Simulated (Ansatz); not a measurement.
Geometry optimisation, UKS PBE0-D4/def2-SVP (Ansatz).

Input:

```yaml
crystal:
  periodic: [false, false, false]
  atoms:
    - { symbol: Cl, position_ang: [-1.51288, -0.58591, 1.02461] }
    - { symbol: Si, position_ang: [0.11383, 0.38108, 0.30279] }
    - { symbol: Cl, position_ang: [1.68347, -0.89652, 0.22044] }
    - { symbol: Cl, position_ang: [-0.28442, 1.10136, -1.54785] }
magnetization:
  spin_polarized: true
  initial_magnetization: 1
basis:
  gaussian: { orbitals: def2-SVP }
hamiltonian:
  xc: pbe0
  dispersion: d4
relax:
  f_tol: 0.015
  max_steps: 40
output:
  orbitals: {}
```

Launched with:

```bash
$ ansatz run input.yaml --threads 1 --pin off --max-ram 2048MiB --backend cpu --events-out ev --progress --plain --runs-dir out
```

Task: Where does it end, and by what steps?

Result: The forces met the threshold. After 2 steps the energy has fallen by 0.036 eV; Cl1 moved furthest, 0.03 Å.

| step | energy less start (eV) | largest force component (eV/Å) | accepted |
| --- | --- | --- | --- |
| 0 | 0.0000 | 0.656 | yes |
| 1 | -0.0350 | 0.092 | yes |
| 2 | -0.0357 | 0.010 | yes |

```xyz
4
Properties=species:S:1:pos:R:3
Cl -1.536 -0.597 1.036
Si 0.118 0.398 0.317
Cl 1.705 -0.912 0.219
Cl -0.288 1.111 -1.571
```

Run time: 11 s on 1 thread of Arm Neoverse V2 (shared host), peak memory 0.2 GiB.
